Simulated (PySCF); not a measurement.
## Partial charges of `NC(=O)[C@@H]1C[Si@H](C(N)=O)O1`

Species: C₄H₈N₂O₃Si.
SMILES with atom numbers: `[NH2:1][C:2](=[O:3])[C@@H:4]1[CH2:5][Si@H:6]([C:7]([NH2:8])=[O:9])[O:10]1` (hydrogens: H11, H12 on N1; H13 on C4; H14, H15 on C5; H16 on Si6; H17, H18 on N8)

Structure used (GFN2-xTB), in Å, numbered top down from 1:
```
atom  x, y, z in Å
N1     2.641    0.555   -1.133
C2     1.358    0.431   -0.747
O3     0.432    0.559   -1.522
C4     1.141    0.075    0.714
C5     0.413   -1.269    0.850
Si6   -1.017   -0.191    1.529
C7    -2.596    0.070    0.471
N8    -2.395    0.410   -0.811
O9    -3.703   -0.073    0.959
O10    0.173    0.956    1.273
H11    2.838    0.789   -2.094
H12    3.407    0.490   -0.488
H13    2.067    0.151    1.290
H14    0.896   -1.937    1.555
H15    0.281   -1.782   -0.097
H16   -1.296   -0.356    2.950
H17   -1.460    0.541   -1.179
H18   -3.190    0.588   -1.406
```

Density: PBE0/pcSseg-1 (PySCF); schemes: Mulliken, IAO, Hirshfeld and ESP-fitted. The structure is a single GFN2-xTB conformer in the gas phase; no vibrational or solvent corrections.

For which atoms does the sign change between the 4 schemes (beyond +0.03 e in one, beyond −0.03 e in another)?

For none.

At which atom do the 4 schemes differ most?

At N1: from -0.848 (ESP-fitted) to -0.157 e (Hirshfeld), 0.691 e apart.

Do the Mulliken, IAO, Hirshfeld and ESP-fitted schemes agree on where the charge is highest?

All schemes agree: Mulliken Si6 (+0.937); IAO Si6 (+1.088); Hirshfeld Si6 (+0.443); ESP-fitted Si6 (+0.658).

Give the atomic charges in each scheme.

In e:

| atom | environment | Mulliken | IAO | Hirshfeld | ESP-fitted |
| --- | --- | --- | --- | --- | --- |
| N1 | amide nitrogen | -0.393 | -0.488 | -0.157 | -0.848 |
| C2 | amide carbonyl carbon | +0.531 | +0.443 | +0.181 | +0.604 |
| O3 | amide oxygen | -0.482 | -0.503 | -0.251 | -0.522 |
| C4 | sp3 carbon bound to oxygen | +0.005 | +0.049 | +0.032 | +0.249 |
| C5 | sp3 carbon bound to silicon | -0.503 | -0.575 | -0.175 | -0.685 |
| Si6 | oxygen-bound silicon | +0.937 | +1.088 | +0.443 | +0.658 |
| C7 | carbonyl carbon | +0.128 | +0.171 | +0.075 | +0.565 |
| N8 | nitrogen bound to a carbonyl carbon | -0.365 | -0.490 | -0.170 | -0.859 |
| O9 | carbonyl oxygen | -0.430 | -0.495 | -0.306 | -0.567 |
| O10 | silyl ether oxygen | -0.590 | -0.663 | -0.256 | -0.512 |
| H11 | amide N–H hydrogen | +0.204 | +0.291 | +0.148 | +0.410 |
| H12 | amide N–H hydrogen | +0.201 | +0.284 | +0.146 | +0.371 |
| H13 | methine hydrogen | +0.116 | +0.132 | +0.041 | +0.072 |
| H14 | methylene hydrogen | +0.147 | +0.158 | +0.044 | +0.196 |
| H15 | methylene hydrogen | +0.154 | +0.161 | +0.039 | +0.185 |
| H16 | Si–H hydrogen | -0.077 | -0.127 | -0.067 | -0.104 |
| H17 | N–H hydrogen | +0.236 | +0.287 | +0.095 | +0.377 |
| H18 | N–H hydrogen | +0.183 | +0.277 | +0.138 | +0.410 |

Mean size of the charges over all atoms: ESP-fitted 0.455 e, IAO 0.371 e, Mulliken 0.316 e, Hirshfeld 0.154 e. Each set sums to the total charge, 0, to within 0.001 e. The Hirshfeld scheme weights the molecular density at each point by an atom's share of the summed free-atom densities. The ESP scheme fits charges at the nuclei, held to the total charge, to the electrostatic potential on points at 1.4 to 2.0 times the van der Waals radii.

How closely do the schemes follow one another over all atoms?

Correlation coefficient and root-mean-square difference: Mulliken with IAO 0.99, 0.076 e; IAO with Hirshfeld 0.98, 0.265 e; Mulliken with Hirshfeld 0.97, 0.212 e; IAO with ESP-fitted 0.92, 0.206 e; Mulliken with ESP-fitted 0.90, 0.235 e; Hirshfeld with ESP-fitted 0.89, 0.354 e.

Sum the charges by element, for elements with more than one atom.

```
element  atoms  Mulliken     IAO  Hirshfeld  ESP-fitted
      N      2    -0.759  -0.979     -0.327      -1.707
      C      4    +0.161  +0.088     +0.113      +0.733
      O      3    -1.502  -1.661     -0.812      -1.601
      H      8    +1.164  +1.463     +0.584      +1.917
```

How many electrons does the Hirshfeld scheme count on O9?

Z − q = 8 − (-0.306) = 8.306.

The run behind these numbers computed NMR shieldings as well. Hardware: an Arm Neoverse V1 with one thread, shared host. Cost: 42 s, 0.96 GiB resident at most.
